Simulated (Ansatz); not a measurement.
Species: BiF2, charge -1, multiplicity 1. SMILES of the parent species: [F][Bi][F]
Structure (B3LYP-D3(BJ)/def2-TZVP (Ansatz, a program for electronic structure) minimum search):
```
Bi
F 1 2.1164
F 1 2.1164 2 97.28
```
Charge -1, spin multiplicity 1.

Question: Give the harmonic wavenumbers at B3LYP-D3(BJ)/def2-TZVP (Ansatz, finite differences of forces, unscaled).

Answer: 142, 440, 461 cm⁻¹. Zero-point energy 1.5 kcal/mol.

Question: From these and the geometry, give the ideal-gas thermochemistry at 298.15 K and 1 atm (rigid rotor, harmonic oscillator).

Answer: Point group C2v, rotational symmetry number 2. Rotational constants 8.036, 5.271, 3.183 GHz. S(trans) 42.41, S(rot) 23.90, S(vib) 4.37, S(elec, spin only) 0.00, S 70.7 cal/(mol K). H(298) - H(0) 3.11 kcal/mol; G - E(el) -16.5 kcal/mol.
